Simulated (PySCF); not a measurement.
H2S, charge +1, doublet, at a GFN2-xTB geometry (a state made from the parent by changing its charge; the spin is typed, not shown lowest); DF-B3LYP/def2-TZVP (PySCF).

The PySCF input:
```python
from pyscf import gto, scf, dft

mol = gto.M(
    atom='''
S    -0.00757534    0.10361495   -0.00257768
H    -0.92914297   -0.90072190    0.04307107
H     1.05034843   -0.75711727   -0.00182812
''',
    basis='def2-tzvp',
    charge=1,
    spin=1,
    verbose=4,
)

mf = dft.UKS(mol)
mf.xc = 'b3lyp'
mf = mf.density_fit(auxbasis='def2-universal-jkfit')
mf.kernel()
```

What the program printed (banner, timings and long lists left out):

```
PySCF version 2.14.0

[INPUT] verbose = 4
[INPUT] num. atoms = 3
[INPUT] num. electrons = 17
[INPUT] charge = 1
[INPUT] spin (= nelec alpha-beta = 2S) = 1
[INPUT] symmetry False subgroup None
[INPUT] Mole.unit = angstrom
[INPUT] Symbol           X                Y                Z      unit          X                Y                Z       unit  Magmom
[INPUT]  1 S     -0.007575340000   0.103614950000  -0.002577680000 AA   -0.014315317900   0.195803877911  -0.004871109237 Bohr   0.0
[INPUT]  2 H     -0.929142970000  -0.900721900000   0.043071070000 AA   -1.755825743865  -1.702117705398   0.081392526192 Bohr   0.0
[INPUT]  3 H      1.050348430000  -0.757117270000  -0.001828120000 AA    1.984870868067  -1.430744284478  -0.003454646123 Bohr   0.0

nuclear repulsion = 12.6827197922101
number of shells = 21
number of NR pGTOs = 79
number of NR cGTOs = 49
basis = def2-tzvp
ecp = {}

******** <class 'pyscf.df.df_jk.DFUKS'> ********
method = DFUKS
initial guess = minao
damping factor = 0
level_shift factor = 0
DIIS = <class 'pyscf.scf.diis.CDIIS'>
diis_start_cycle = 1
diis_space = 8
diis_damp = 0
SCF conv_tol = 1e-09
SCF conv_tol_grad = None
SCF max_cycles = 50
direct_scf = False
number electrons alpha = 9  beta = 8
XC library pyscf.dft.libxc version 7.1.2
    S. Lehtola, C. Steigemann, M. J. T. Oliveira, and M. A. L. Marques,  SoftwareX 7, 1–5 (2018)
XC functionals = b3lyp
    P. J. Stephens, F. J. Devlin, C. F. Chabalowski, and M. J. Frisch,  J. Phys. Chem. 98, 11623 (1994)
radial grids:
    Treutler-Ahlrichs [JCP 102, 346 (1995); DOI:10.1063/1.469408] (M4) radial grids

becke partition: Becke, JCP 88, 2547 (1988); DOI:10.1063/1.454033
pruning grids: <function nwchem_prune>
grids dens level: 3
symmetrized grids: False
atomic radii adjust function: <function treutler_atomic_radii_adjust>
small_rho_cutoff = 0
Set gradient conv threshold to 3.16228e-05
tot grids = 38496
******** <class 'pyscf.df.df.DF'> ********
auxbasis = def2-universal-jkfit
init E= -399.31891809281

cycle= 1 E= -399.021616260043  delta_E= 0.297  |g|= 0.177  |ddm|= 0.81
cycle= 2 E= -399.037747827773  delta_E= -0.0161  |g|= 0.123  |ddm|= 0.345
cycle= 3 E= -399.04323103653  delta_E= -0.00548  |g|= 0.0118  |ddm|= 0.118
cycle= 4 E= -399.043304843676  delta_E= -7.38e-05  |g|= 0.00544  |ddm|= 0.0135
cycle= 5 E= -399.043323637826  delta_E= -1.88e-05  |g|= 0.00154  |ddm|= 0.00495
cycle= 6 E= -399.043325323116  delta_E= -1.69e-06  |g|= 0.000228  |ddm|= 0.00168
cycle= 7 E= -399.043325395065  delta_E= -7.19e-08  |g|= 6.31e-05  |ddm|= 0.000371
cycle= 8 E= -399.043325401813  delta_E= -6.75e-09  |g|= 1.81e-05  |ddm|= 0.000123
cycle= 9 E= -399.043325402315  delta_E= -5.01e-10  |g|= 2.89e-06  |ddm|= 3.54e-05
Extra cycle  E= -399.043325402327  delta_E= -1.18e-11  |g|= 1.76e-06  |ddm|= 4.95e-06
converged SCF energy = -399.043325402327  <S^2> = 0.75472721  2S+1 = 2.0047216
```
